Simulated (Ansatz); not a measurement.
input.yaml

```yaml
crystal:
  periodic: [false, false, false]
  atoms:
    - { symbol: Si, position_ang: [-0.031669, 0.172056, -0.116267] }
    - { symbol: H, position_ang: [-0.213294, 0.022873, 1.33179] }
    - { symbol: H, position_ang: [1.343387, 0.205489, -0.64414] }
    - { symbol: F, position_ang: [-0.809442, 1.49788, -0.611222] }
    - { symbol: Cl, position_ang: [-1.062535, -1.408276, -1.058183] }
    - { symbol: O, position_ang: [0.951678, -2.121349, 1.298515] }
    - { symbol: Al, position_ang: [-0.071652, -3.323034, 0.554915] }
    - { symbol: H, position_ang: [0.641804, -4.196432, -0.549499] }
    - { symbol: H, position_ang: [-1.441772, -3.694063, 1.268366] }
    - { symbol: H, position_ang: [0.601095, -1.529144, 1.995726] }
basis:
  gaussian: { orbitals: def2-SVP }
hamiltonian:
  xc: pbe0
  dispersion: d4
relax:
  f_tol: 0.03
  max_steps: 50
```

Command:

```bash
$ ansatz run input.yaml --threads 2 --pin off --max-ram 3072MiB --backend cpu --events-out ev --progress --plain --runs-dir out
```

Hardware: 2 threads of Intel(R) Xeon(R) Platinum 8375C CPU @ 2.90GHz (Ice Lake), on a shared host.

Task: Roughly how long does this run take, and how much memory?

Result: 39 s, with a peak of 0.26 GiB, for 12 ionic steps.
